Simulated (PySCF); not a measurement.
Start geometry of `CO[Si]Cl` [triplet] from GFN2-xTB (Å):
```
atom  x, y, z in Å
C1    -0.964    0.133   -0.016
O2     0.061   -0.620    0.598
Si3    1.569   -0.938    0.050
Cl4    3.051    0.464    0.396
H5    -1.051   -0.103   -1.078
H6    -1.893   -0.126    0.491
H7    -0.767    1.200    0.102
```

What comes out of this run: PBE0-D3(BJ)/def2-SVP geometry optimisation, gas phase in PySCF 2.14.0?

```
atom  x, y, z in Å
C1    -0.9589    0.1154   -0.0334
O2     0.0437   -0.6375    0.6154
Si3    1.5811   -0.9013    0.0387
Cl4    3.0570    0.4835    0.5164
H5    -1.0291   -0.1275   -1.1067
H6    -1.9213   -0.1190    0.4446
H7    -0.7658    1.1962    0.0692
```

The energy falls by 0.023 eV over 10 energy and gradient evaluations, the largest force component goes from 0.0122 to 3.6e-04 Eh/bohr, and the atoms move by 0.033 Å rms after alignment. The bond that changes most is O2–Si3 (ends: oxygen bonded to C and Si; silicon bonded to Cl and O), which lengthens by 0.028 Å. Bonds longer at the end by more than 0.005 Å: 5 of 6; shorter: 0. Among the angles that change most is C1–O2–Si3, from 128.9° to 125.6°. Rotational constants go from 13483, 2248, 2016 to 13530, 2210, 1998 MHz. The orientation of the end geometry is arbitrary; only internal coordinates are fixed.

The run used 79 basis functions and 62 SCF cycles in all. Hardware: one thread, Arm Neoverse V1, shared host. Cost: 28 s of wall time.

No PBE0-D3(BJ)/def2-SVP frequencies stand behind this structure, so it isn't proved a minimum. ⟨S²⟩ = 2.003 (exact for a triplet: 2.00). This triplet need not be the ground state; the singlet was not compared here.

One conformer stands for the species.
